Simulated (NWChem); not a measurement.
System: C$_{3}$H$_{5}$Cl; SMILES C/C=C\Cl

The following NWChem deck was run.

```
start job
memory heap 200 mb stack 900 mb global 1100 mb
geometry units angstroms noautoz
  C     -0.770975     1.752473     0.000000
  C      0.600445     1.158031     0.000000
  C      0.918478    -0.149364     0.000000
  Cl    -0.253063    -1.441284     0.000000
  H     -1.551129     0.967968     0.000000
  H     -0.923787     2.400693    -0.889293
  H     -0.923787     2.400693     0.889293
  H      1.460360     1.851033     0.000000
  H      1.956310    -0.513572     0.000000
end
basis spherical
  C library def2-svp
  Cl library def2-svp
  H library def2-svp
end
dft
  xc m06-2x
  grid xcoarse
  iterations 150
  mulliken
end
task dft gradient
```

Excerpt of the output:

```
             Northwest Computational Chemistry Package (NWChem) 7.3.0
             --------------------------------------------------------

 CS  symmetry detected

                             Geometry "geometry" -> ""
                             -------------------------

 Output coordinates in angstroms (scale by  1.889725989 to convert to a.u.)

  No.       Tag          Charge          X              Y              Z
 ---- ---------------- ---------- -------------- -------------- --------------
    1 C                    6.0000    -0.75920555     1.78046090     0.00000000
    2 C                    6.0000     0.60651258     1.17303346     0.00000000
    3 C                    6.0000     0.91212655    -0.13732022     0.00000000
    4 Cl                  17.0000    -0.27161961    -1.41806635     0.00000000
    5 H                    1.0000    -1.54676791     1.00339341     0.00000000
    6 H                    1.0000    -0.90586029     2.43010162    -0.88929300
    7 H                    1.0000    -0.90586029     2.43010162     0.88929300
    8 H                    1.0000     1.47296416     1.85784530     0.00000000
    9 H                    1.0000     1.94645618    -0.51135890     0.00000000

 Effective nuclear repulsion energy (a.u.)     144.9848692086

      Symmetry information
      --------------------

 Group name             Cs
 Group number              2
 Group order               2
 No. of unique centers     8

                                 NWChem DFT Module
                                 -----------------

 Summary of "ao basis" -> "ao basis" (spherical)
 ------------------------------------------------------------------------------
       Tag                 Description            Shells   Functions and Types
 ---------------- ------------------------------  ------  ---------------------
 C                          def2-svp                 6       14   3s2p1d
 Cl                         def2-svp                 8       18   4s3p1d
 H                          def2-svp                 3        5   2s1p

      Symmetry analysis of basis
      --------------------------

        a'         60
        a"         25

            General Information
            -------------------
          SCF calculation type: DFT
          Wavefunction type:  closed shell.
          No. of atoms     :     9
          No. of electrons :    40
           Alpha electrons :    20
            Beta electrons :    20
          Charge           :     0
          Spin multiplicity:     1
          Use of symmetry is: on ; symmetry adaption is: on
          Maximum number of iterations: 150
          AO basis - number of functions:    85
                     number of shells:    41
          Convergence on energy requested:  1.00D-06
          Convergence on density requested:  1.00D-05
          Convergence on gradient requested:  5.00D-04

              XC Information
              --------------
                       M06-2X Method XC Functional
                     Hartree-Fock (Exact) Exchange  0.540
                        M06-2X Exchange Functional  1.000
                      M06-2X Correlation Potential  1.000

             Grid Information
             ----------------
          Grid used for XC integration:  xcoarse
          Radial quadrature: Mura-Knowles
          Angular quadrature: Lebedev.
          Tag              B.-S. Rad. Rad. Pts. Rad. Cut. Ang. Pts.
          ---              ---------- --------- --------- ---------
          C                   0.70       21           9.0       194
          Cl                  1.00       42          10.0       194
          H                   0.35       21          10.0       194
          Grid pruning is: on
          Number of quadrature shells:   189
          Spatial weights used:  Erf1

      Superposition of Atomic Density Guess
      -------------------------------------

 Sum of atomic energies:        -574.69434583

      Non-variational initial energy
      ------------------------------

 Total energy =    -576.782132
 1-e energy   =   -1076.320898
 2-e energy   =     354.553896
 HOMO         =      -0.271794
 LUMO         =       0.031614

      Symmetry analysis of molecular orbitals - initial
      -------------------------------------------------

  Numbering of irreducible representations:

     1 a'          2 a"

  Orbital symmetries:

     1 a'          2 a'          3 a'          4 a'          5 a'
     6 a'          7 a'          8 a"          9 a'         10 a'
    11 a'         12 a'         13 a'         14 a'         15 a"
    16 a'         17 a"         18 a'         19 a'         20 a"
    21 a"         22 a'         23 a'         24 a'         25 a'
    26 a"         27 a'         28 a'         29 a'         30 a'

     ---------------------------------------------
      Total Density - Mulliken Population Analysis
     ---------------------------------------------

[...]

                         DFT ENERGY GRADIENTS

    atom               coordinates                        gradient
                 x          y          z           x          y          z
   1 C      -1.434690   3.364583   0.000000    0.006955  -0.003225   0.000000
   2 C       1.146143   2.216712   0.000000   -0.008007   0.011862   0.000000
   3 C       1.723669  -0.259498   0.000000   -0.000200  -0.010723   0.000000
   4 Cl     -0.513287  -2.679757   0.000000   -0.003012  -0.004011   0.000000
   5 H      -2.922968   1.896139   0.000000   -0.004577  -0.004324   0.000000
   6 H      -1.711828   4.592226  -1.680520   -0.001618   0.004505  -0.005156
   7 H      -1.711828   4.592226   1.680520   -0.001618   0.004505   0.005156
   8 H       2.783499   3.510819   0.000000    0.005085   0.004371   0.000000
   9 H       3.678269  -0.966328   0.000000    0.006991  -0.002960   0.000000
```

Level: M06-2X/def2-SVP. All runs use the structure optimised with PBE-D3(BJ)/def2-SVP.
